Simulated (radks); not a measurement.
Task: The cobalt ion Co16+, 11 electrons, occupied as [Ne] 3s1. Method: Dirac Kohn-Sham, PBE, spin-unpolarised, spherical densities, finite nucleus; Fermi nuclear charge, rms radius 3.7875 fm; computed with a radial shooting solver on a logarithmic mesh with Libxc functionals. Some entries of the table are withheld. Estimate them.

| orbital | occ. | eigenvalue (eV) | r(max) (bohr) | <r^2> (bohr^2) |
|---|---|---|---|---|
| 1s1/2 | 2 | -8152.259 | 0.03677 | 0.004241 |
| 2s1/2 | 2 | -1429.746 | 0.2117 | 0.07446 |
| 2p1/2 | 2 | -1315.917 | 0.1687 | 0.05856 |
| 2p3/2 | 4 | -1300.587 | 0.1712 | 0.06002 |
| 3s1/2 | 1 | -530.1381 | (1) | 0.4638 |
| 3p1/2 | 0 | -494.6905 | 0.5812 | 0.4508 |
| 3p3/2 | 0 | -491.3469 | 0.5860 | 0.4572 |
| 3d3/2 | 0 | -441.1892 | (2) | (3) |
| 3d5/2 | 0 | -440.5607 | (4) | (5) |
| 4s1/2 | 0 | (6) | 1.214 | 1.639 |

Result: 
(1) 3s1/2 r(max) (bohr): 0.5986
(2) 3d3/2 r(max) (bohr): 0.4847
(3) 3d3/2 <r^2> (bohr^2): 0.3800
(4) 3d5/2 r(max) (bohr): 0.4859
(5) 3d5/2 <r^2> (bohr^2): 0.3815
(6) 4s1/2 eigenvalue (eV): -274.2403
